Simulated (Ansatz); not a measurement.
`S[SiH2]BCl` + `[OH][AlH2]` → `[AlH2][O][SiH2]S` + `BCl`  (cleavage of the Si–B bond)

Computed with Ansatz on PBE0-D4/def2-TZVP structures; ΔE is electronic, products minus reactants. CBS: MP2 limit from def2 TZ/QZ plus the TZ coupled-cluster correction, frozen cores. This one scheme is used for every species. DFT in def2-TZVPP. B3LYP here is the variant with VWN-RPA as its local correlation; programs differ in this. Each species was taken in one conformer, which may not be the lowest.

**Question.** Is it downhill or uphill in electronic energy at CCSD(T)/CBS, and by how much? (An estimate is asked.)

**Answer.** Computed: Downhill: ΔE = -33.3 kcal/mol.

**Question.** What do these levels give: LDA (SPW92), PBE-D4, revPBE-D4, BHLYP-D4, ωB97M-V, r2SCAN, B3LYP, r2SCANh, LC-ωPBE, HF/def2-SVP, MP2/def2-SVP, HF/def2-TZVPP? (Estimate.)

**Answer.** Ansatz gave: LDA (SPW92) -27.5, PBE-D4 -27.3, revPBE-D4 -27.2, BHLYP-D4 -36.5, ωB97M-V -33.9, r2SCAN -32.0, B3LYP -33.5, r2SCANh -32.6, LC-ωPBE -32.0, HF/def2-SVP -38.8, MP2/def2-SVP -33.8, HF/def2-TZVPP -40.4 kcal/mol.

**Question.** What do rigid-rotor, harmonic-oscillator terms from PBE0-D4/def2-TZVP frequencies (298.15 K, 1 bar) make of the CCSD(T)/CBS value? (Best estimate.)

**Answer.** Computed: ΔZPE = -0.5 kcal/mol, ΔH = -33.7 kcal/mol, ΔS = 1 J/(mol·K), ΔG = -33.7 kcal/mol. Modes under 50 cm⁻¹ make the entropy rough.

Largest T1 diagnostic among the species: 0.013.

Leaving LDA and LC-ωPBE aside and taking each functional with its dispersion term where it has one, the values spread over 9.2 kcal/mol, from BHLYP-D4 to revPBE-D4. From r2SCAN to r2SCAN0 (25 % exact exchange), in def2-TZVPP and without D4, ΔE moves by −1.3 kcal/mol.
